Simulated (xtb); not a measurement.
Si(F)3(NCO) (CF₃NOSi), SMILES O=C=N[Si](F)(F)F. All values are semi-empirical tight-binding results from xtb (GFN2-xTB unless named), good for trends rather than for accurate numbers. The structure is a stationary point at GFN2-xTB. Other conformers were not sampled.

Estimate the properties. (The exact figures need the calculation; the answer reports its results.)


```yaml
point_group_as_xtb_finds_it: Cs
orbital_gap: 6.63 eV
dipole_moment: 0.59 D
zero_point_energy: 14.0 kcal/mol
G − E(el) at 298.15 K (modified RRHO): -7.1 kcal/mol
static polarisability (D4 model): 61.0 bohr³
solvation energy, GFN2-xTB/ALPB(water): 3.0 kcal/mol
solvation energy, GFN2-xTB/ALPB(ether): -0.4 kcal/mol
```
